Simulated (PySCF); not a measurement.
PbBr, SMILES [Pb][Br] (connectivity only; charge and spin as stated), neutral, multiplicity 2.

The structure is a stationary point at B3LYP-D3(BJ)/def2-TZVP. The multiplicity is an assumed one; other spin states were not compared. The def2 effective core potentials stand for the cores of Pb; spin–orbit coupling is left out.

Calculation: PySCF 2.14.0 with IEF-PCM-PBE0/def2-SVP.

The values are the electrostatic part of the solvation free energy, E(continuum) − E(gas) at the gas-phase geometry, in a cavity of scaled van der Waals radii (PySCF's table); cavitation and dispersion terms are not included. A continuum can't describe solvent molecules that bind to the metal. The dipole moment in vacuum is 3.61 D.

Computed values in water (ε = 78.36), N,N-dimethylformamide (ε = 37.22), ethylethanoate (ε = 5.99):
```tsv
solvent	ε	ΔG(elec) (kcal/mol)	dipole (D)
water	78.36	-7.0	5.42
N,N-dimethylformamide	37.22	-6.8	5.38
ethylethanoate	5.99	-5.3	4.99
```
